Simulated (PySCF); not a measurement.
CH4AlCl2N, SMILES C[NH][Al]([Cl])[Cl].

The structure is a stationary point at B3LYP-D3(BJ)/def2-SVP. The structure was generated by enumeration; whether it is a known compound was not checked. Other conformers were not sampled.

Computed with HF/def2-TZVP (PySCF).

Symmetry labels are those of the subgroup Cs that the program uses (full group Cs).

Computed valence orbital energies around the gap with their symmetry:
```
orbital  symmetry  energy (eV)
-------  --------  -----------
HOMO−7         A'       -15.22
HOMO−6         A'       -14.06
HOMO−5         A'       -13.76
HOMO−4         A"       -13.17
HOMO−3         A'       -12.98
HOMO−2         A"       -12.72
HOMO−1         A'       -12.50
HOMO           A"       -10.56
LUMO           A'         2.37
LUMO+1         A"         2.60
LUMO+2         A'         3.83
LUMO+3         A'         4.22
```
